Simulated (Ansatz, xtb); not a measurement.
**Ranking isomers of C3H4BNS**

3 gas-phase structures of C3H4BNS, from a drawn sample of its isomers (lower ones may exist). Each was relaxed with GFN2-xTB:

A. `Bc1nccs1`, a singlet
B. `Bc1cscn1`, a singlet
C. `Bc1cncs1`, a singlet

Problem. Make a reasoned guess at their ranking by r2SCAN-D4/def2-SVP single-point energy.

Solution. Calculated order at r2SCAN-D4/def2-SVP: C (0.000), A (0.139), B (0.239) eV.

Energies above the lowest of each column, in eV; the last columns are at PBE-D3(BJ)/def2-SVP geometries:

| structure | GFN2-xTB | HF/STO-3G | r2SCAN-D4/def2-SVP | PBE-D3(BJ)/def2-SVP | CCSD(T)/def2-SVP + ΔMP2/def2-TZVPP |
| --- | --- | --- | --- | --- | --- |
| C | 0.000 | 0.000 | 0.000 | 0.000 | 0.000 |
| A | 0.068 | 0.180 | 0.139 | 0.118 | 0.155 |
| B | 0.105 | 0.103 | 0.239 | 0.216 | 0.210 |

Every level run on C puts it lowest or level with the lowest. Flexible structures stand in one conformer each, not always the lowest. ΔMP2 is the change of the MP2 energy from the smaller to the larger basis.

Programs: Ansatz 0.2.0, xtb 6.7.1.
